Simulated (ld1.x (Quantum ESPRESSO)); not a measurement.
**PBEsol TM semilocal dataset for H, non-relativistic all-electron reference.**

| Quantity | Value |
| --- | --- |
| Element | H (Z = 1) |
| Generator | ld1.x (Quantum ESPRESSO) 7.5 |
| Type | norm-conserving Troullier–Martins (semilocal form) |
| Functional | PBEsol |
| Relativity | non-relativistic |
| Frozen core | none |
| Valence charge | 1 |
| Reference configuration | 1s1 |
| Partial waves | 1s (bound): rc 1.25 bohr; 2p channel at 0.15 Ry: rc 0.95 bohr |
| Local potential | the p channel |
| Core correction | none |

All-electron outer shells of the reference configuration (PBEsol, non-relativistic, ld1.x):

```csv
shell,level (eV),outermost node (bohr),outermost maximum (bohr)
1s,-6.33,–,1.05
```

Problem. Does the generator finish with these settings?

Solution. Yes, a potential is produced and its reference levels are reproduced.

Problem. Estimate the cutoffs (Ry, on a coarse ladder) from which the occupation-weighted sum of valence levels, in a spherical-Bessel basis at the reference potential, stays within 10 and 1 mRy of its value at 400 Ry.

Solution. 21 Ry and 35 Ry.
